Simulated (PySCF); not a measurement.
Structure from NMR data

The spectra below were simulated for a compound C7H14Si2.

$^{1}$H NMR (300 MHz, computed): δ 6.30 (d, 1H), 4.48 (sept, 1H), 3.86 (t, 3H), 2.94 (d, 1H), 2.08 (q, 2H), 0.43 (d, 6H).

$^{13}$C{$^{1}$H} NMR (computed): δ 167.6 (C), 124.1 (CH), 92.9 (CH), 88.0 (C), 27.1 (CH2), -4.0 (CH3).

[PySCF: GFN2-xTB structure; σ from GIAO-PBE0/pcSseg-1; single conformer; non-relativistic; gas phase; averaged over atoms made equivalent by symmetry, fast rotation or ring inversion]

Scale: TMS for $^{1}$H, $^{13}$C (reference shieldings calculated alike).

Question: Which of these isomers gave the spectra?
A. C#C/C=C(/C[SiH3])[SiH](C)C
B. CCCC1=C[SiH2]C=C[SiH2]1
C. C=C[SiH2][C@@H](C)C1=C[SiH2]C1
D. [SiH3]CC1=C[SiH2][C@H]2C[C@@H]1C2

Answer: A. 

Rings plus π bonds: 3 (no ring in the answer). 6 carbon signals for 7 carbons: some carbons are equivalent by symmetry or fast rotation. Carbon types of the structure: 2 × C, 2 × CH, 1 × CH2, 2 × CH3, leaving 4 H on heteroatoms. δC 167.6: fully substituted alkene carbon. δC 124.1: alkene CH; as expected for a trigonal carbon in a double bond. δC 92.9: terminal alkyne carbon; the triple bond shields along its axis, which puts it between sp3 and sp2 carbons. δC 88.0: alkyne carbon; the triple bond shields along its axis, which puts it between sp3 and sp2 carbons. δH 0.43: hydrogen on a methyl carbon bonded to Si; an electropositive neighbour shields it, as in TMS itself.

The others: [SiH3]CC1=C[SiH2][C@H]2C[C@@H]1C2 would give 8 signals for carbon-bound and other non-exchanging H, not 6; CCCC1=C[SiH2]C=C[SiH2]1 would give 7 carbon signals, not 6; C=C[SiH2][C@@H](C)C1=C[SiH2]C1 would give 7 carbon signals, not 6.

Shifts are as computed. Against solution values, carbons near 30 ppm lie about +3 ppm off and those near 130 ppm about +5 ppm. Of 1309 compounds with measured shifts, 239 miss one by over three times the rms of a fit or turn the order of signals round; such compounds aren't used in these exercises. Multiplicities follow the n + 1 count of equivalent neighbours, as no J values were calculated; m marks all less simple cases, F and P coupling included.
